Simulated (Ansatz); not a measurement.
CH4AsOPS, SMILES `C1O[AsH]PS1`. The species carries charge 0 and has multiplicity 1. The geometry is a stationary point of PBE0-D4/def2-TZVP.

```xyz
9

C     0.458   -0.689   -0.864
O     0.127    0.624   -1.176
As   -0.812    1.589    0.039
P    -0.528    0.085    1.794
S     1.066   -0.884    0.846
H    -0.395   -1.365   -0.995
H     1.279   -1.003   -1.515
H     0.394    2.404    0.513
H    -1.588   -0.762    1.358
```

Problem. What is the dipole moment at B3LYP/def2-TZVPP? (Best estimate.)

Solution. The calculation gave: 1.00 D, with components (-0.94, -0.23, -0.24) D in this frame, pointing from negative to positive charge.

Problem. And with PBE, r2SCAN, ωB97M-V? (Best estimate.)

Solution. Computed: PBE 0.95 D, r2SCAN 0.98 D, ωB97M-V 0.98 D.

Problem. Give the Mulliken charges with B3LYP, r2SCAN, ωB97M-V in def2-TZVPP. (An estimate is asked.)

Solution. Computed: 
```
atom  B3LYP  r2SCAN  ωB97M-V
  C1   0.03    0.14    -0.06
  O2  -0.41   -0.40    -0.39
 As3   0.33    0.32     0.26
  P4  -0.06   -0.06    -0.08
  S5  -0.15   -0.16    -0.11
  H6   0.11    0.08     0.14
  H7   0.12    0.08     0.13
  H8  -0.01   -0.01     0.03
  H9   0.03    0.02     0.07
```

B3LYP here is the variant with VWN-RPA as its local correlation; programs differ in this.
